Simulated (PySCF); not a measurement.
Excitations are Tamm–Dancoff values on a coarser integration grid. The basis has no diffuse functions, so Rydberg states are missing or too high.

Z-matrix (Å, degrees):
```
C
C 1 1.4236
C 2 1.3850 1 119.21
H 3 1.1002 2 121.40 1 180.00
H 2 1.1018 3 121.33 4 0.00
C 3 1.4244 4 119.96 2 -180.00
N 6 1.3243 3 124.27 4 -180.00
C 7 1.3663 6 117.83 3 0.00
H 6 1.1060 7 116.45 8 -179.99
C 1 1.4251 2 123.25 5 0.00
C 10 1.3946 1 121.46 2 180.00
H 10 1.1028 11 120.49 1 180.00
C 8 1.4264 7 118.82 6 -180.00
C 13 1.3848 8 120.65 7 180.00
H 13 1.0998 14 122.04 11 180.00
H 14 1.1023 13 119.04 15 -0.01
Si 11 1.8875 10 120.92 12 0.01
H 17 1.5039 11 109.18 10 -0.10
H 17 1.5060 18 109.25 12 121.34
H 17 1.5060 18 109.25 19 117.48
```
Charge 0, spin multiplicity 1.

Problem. Give the dipole moment, S1 excitation (TDA), S1–T1 gap (TDA), total energy and LUMO at the level PBE-D3(BJ)/def2-TZVP // PBE-D3(BJ)/def2-SVP (PySCF).

Solution. 
* **dipole moment**: 1.71 D
* **S1 excitation (TDA)**: 3.52 eV
* **S1–T1 gap (TDA)**: 0.56 eV
* **total energy**: -692.1294 Ha
* **LUMO**: -2.65 eV
